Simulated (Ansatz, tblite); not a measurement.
Cost and result up the ladder for Sr2S2⁻ (the lowest doublet isomer of a short search) (4 atoms). Charge -1, multiplicity 2. Geometry: PBE0-D4/def2-TZVPD.

```tsv
atom	x (Å)	y (Å)	z (Å)
Sr1	-0.706	1.422	0.899
Sr2	0.705	-1.422	-0.899
S3	-1.656	-0.121	-1.109
S4	1.656	0.121	1.109
```

Ansatz on 4 threads of Arm Neoverse V1 on a shared host; xTB runs through tblite on one thread. Times are rough, summed over both states, and most runs start from the orbitals of an earlier one. PBE0-D4/def2-TZVPD serves as the yardstick here, not as an exact answer. The other state is a singlet.

In the def2 sets Sr takes a core potential; there is no spin–orbit coupling. The xTB rows come from tblite. The structure comes from a short search, and lower isomers may exist.

Raw xTB energies of ions are shifted by several eV, and xTB has no spin-polarisation term.

| level | functions | wall time |
| --- | --- | --- |
| GFN1-xTB | 36 | 0.008 s |
| GFN2-xTB | 36 | 0.022 s |
| PBE-D4/def2-TZVPD | 158 | 6.6 s |
| PBE0-D4/def2-TZVPD | 158 | 11 s |
| r2SCAN-D4/def2-TZVPD (with forces) | 158 | 17 s |

Estimate what each level gives for the vertical IE (eV).


```tsv
level	vertical IE (eV)	difference from PBE0-D4/def2-TZVPD (eV)	remarks
GFN1-xTB	5.46	4.76	–
GFN2-xTB	5.69	4.98	–
PBE-D4/def2-TZVPD	0.81	0.10	HOMO above zero (-1 doublet)
PBE0-D4/def2-TZVPD	0.71	0.00	HOMO above zero (-1 doublet)
r2SCAN-D4/def2-TZVPD (with forces)	0.73	0.02	HOMO above zero (-1 doublet)
```
